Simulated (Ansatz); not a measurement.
Basis-set extrapolation for C₂H₄FNOSi (`FC1N=C[SiH2]O1`) (PBE0-D4/def2-TZVP geometry, frozen core, Ansatz 0.2.0). Multiplicity 1, RHF reference.

```json
{"": "HF", "def2-TZVPP": "-595.908567", "def2-QZVPP": "-595.931480"}
{"": "MP2 correlation", "def2-TZVPP": "-1.104056", "def2-QZVPP": "-1.190480"}
{"": "CCSD(T) correlation", "def2-TZVPP": "-1.178329", "def2-QZVPP": "not run"}
```

Energies in hartree. Use E(X) = E(∞) + A·exp(−7.88·√X) for Hartree–Fock and E(X) = E(∞) + B·X^(−2.97) for correlation, with X = 3 and 4, and add CCSD(T) minus MP2 of the smaller set to the MP2 limit.

Task: What is the CCSD(T) energy at the basis-set limit?

Result: HF limit: -595.931480 + (-0.022913) × 0.13774 = -595.93464. MP2 limit: -1.190480 + (-0.086424) × 0.74074 = -1.25450. Higher-order term: -1.178329 − (-1.104056) = -0.07427. Total: -597.26341 hartree, 110.8 kcal/mol below CCSD(T)/def2-TZVPP.
